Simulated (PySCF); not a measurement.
# Computed properties of H8N2Si2, SMILES N[SiH2][SiH2]N

H₈N₂Si₂, SMILES N[SiH2][SiH2]N. Geometry optimised at PBE0-D3(BJ)/def2-SVP. One conformer was computed; it need not be the lowest. All values are computed for the isolated molecule unless a solvent is named; none is compared with measurement here.

**Structure.** All 30 harmonic modes at PBE0-D3(BJ)/def2-SVP (PySCF) are real, so it is a minimum. With heavy atoms numbered as in [SiH2:1]([NH2:2])[SiH2:3][NH2:4], the shortest bond between them is Si1–N2 at 1.733 Å and the longest Si1–Si3 at 2.344 Å.

**Vibrations.** The strongest infrared lines (harmonic, unscaled, degenerate partners summed) lie at 898 cm⁻¹ (257 km/mol, H 80 %, N 12 %, Si 8 %), 2166 cm⁻¹ (202 km/mol, H 97 %), 830 cm⁻¹ (191 km/mol, H 38 %, N 31 %, Si 31 %). The softest mode is at 64 cm⁻¹ and the zero-point energy is 54.4 kcal/mol.

**Electronic structure.** ωB97X/def2-TZVP (PySCF) places the frontier levels at -9.52 and 1.81 eV, a gap of 11.33 eV, and gives a dipole moment of 2.00 D and a mean polarisability of 69.8 bohr³. PBE/def2-TZVP (PySCF) at the same geometry gives -5.75 and -1.02 eV, so its gap is 6.60 eV narrower. An orbital gap is neither the optical nor the fundamental gap.

**Excitations.** TDDFT-M06-2X/def2-SVPD (PySCF) has S1 at 5.88 eV (211 nm, f = 0.010, weak); the most intense of the 10 singlets computed lies at 7.42 eV (f = 0.13). T1 (TDA) is at 5.55 eV. TDDFT-PBE/def2-SVPD (PySCF) puts S1 at 4.87 eV. No vertical singlet excitation falls in the visible range (under 3.1 eV).

**NMR.** GIAO shifts at PBE0/pcSseg-1 (PySCF) (non-relativistic, atoms alike by connectivity averaged): ¹H from 0.3 to 5.1 ppm against TMS; ²⁹Si at -52.1 ppm against TMS.

**Solvation.** SMD-ωB97X/6-31G* (PySCF) gives -1.7 kcal/mol in water, -4.3 kcal/mol in dichloromethane, -4.1 kcal/mol in N,N-dimethylformamide (1 M in both phases, gas-phase geometry); of these solvents dichloromethane holds the molecule best.
